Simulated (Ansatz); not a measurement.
A nudged elastic band was laid between two geometries of H3P + H4O2Si (11 atoms, charge 0, multiplicity 1).

Method: Ansatz, RKS PBE/def2-SVP.

- movable images: 9
- climbing image: yes
- spring: 5.0 eV/Å²
- optimiser: quadratic models (default)
- start path: through a guess of the saddle point
- force threshold: 0.05 eV/Å
- iteration limit: 60
- end points: relaxed

Image 0:

```xyz
11
Properties=species:S:1:pos:R:3
Si -1.803 -0.271 0.447
O -0.571 -0.793 1.476
H -2.242 -1.476 -0.355
H -2.936 0.286 1.246
O -1.310 1.002 -0.509
H 2.030 -0.205 0.240
P 1.947 0.563 -0.971
H -0.349 -1.734 1.375
H -0.506 0.839 -1.048
H 2.556 1.726 -0.389
H 3.183 0.064 -1.512
```

Image 10:

```xyz
11
Properties=species:S:1:pos:R:3
Si -0.889 0.427 -0.334
O 0.462 -1.575 1.655
H -1.359 -0.992 -0.530
H -0.978 0.851 1.097
O -1.892 1.522 -1.140
H 1.221 -1.152 2.100
P 1.218 0.542 -1.236
H 0.876 -2.328 1.192
H -1.951 1.383 -2.101
H 1.588 1.700 -0.462
H 1.703 -0.378 -0.240
```

What changes between the two ends?

Bonds broken: Si1–O2, H6–P7. Bonds formed: Si1–P7, O2–H6. H3P + H4O2Si becomes H2O + H5OPSi.

What energy profile does the band end with?

The forces met the threshold. The highest image is number 5 of 0 to 10, 1.80 eV above the first end and 1.01 eV above the last; the last end lies 0.79 eV above the first. Neighbouring images differ by up to 1.2 eV, so the band resolves the path poorly. A vibrational analysis at the climbing image gives one clearly imaginary mode, 417i cm⁻¹: a first-order saddle point. The orbitals stay closed-shell, which can raise the energy where a bond breaks towards radicals; this wasn't checked here.

| image | path coordinate (Å) | energy (eV) | Si1–O2 (Å) | H6–P7 (Å) | Si1–P7 (Å) |
| --- | --- | --- | --- | --- | --- |
| 0 | 0.00 | 0.00 | 1.69 | 1.44 | 4.10 |
| 1 | 0.92 | 0.01 | 1.69 | 1.44 | 4.05 |
| 2 | 1.85 | 0.02 | 1.69 | 1.44 | 3.89 |
| 3 | 2.77 | 0.08 | 1.69 | 1.44 | 3.60 |
| 4 | 3.69 | 0.55 | 1.72 | 1.47 | 3.10 |
| 5 | 4.62 | 1.80 | 1.91 | 2.05 | 2.69 |
| 6 | 5.65 | 1.48 | 2.33 | 2.55 | 2.39 |
| 7 | 6.69 | 1.08 | 3.07 | 2.75 | 2.31 |
| 8 | 7.73 | 0.91 | 3.28 | 2.98 | 2.30 |
| 9 | 8.77 | 0.83 | 3.12 | 3.25 | 2.30 |
| 10 | 9.81 | 0.79 | 3.13 | 3.74 | 2.29 |

What is the geometry of the highest image?


```xyz
11
Properties=species:S:1:pos:R:3
Si -1.078 -0.151 -0.017
O 0.141 -0.434 1.426
H -1.015 -1.244 -1.049
H -2.220 -0.558 0.884
O -1.563 1.408 -0.382
H 0.973 -0.312 0.765
P 1.309 0.483 -1.091
H 0.091 -1.283 1.923
H -0.919 1.830 -0.988
H 2.293 1.034 -0.192
H 1.987 -0.773 -1.280
```

The band took 22 iterations and of the order of 10 core-minutes.

Time of the run: 5.4 min on 2 threads of Arm Neoverse V1, with other jobs on the host, peak memory 0.14 GiB.
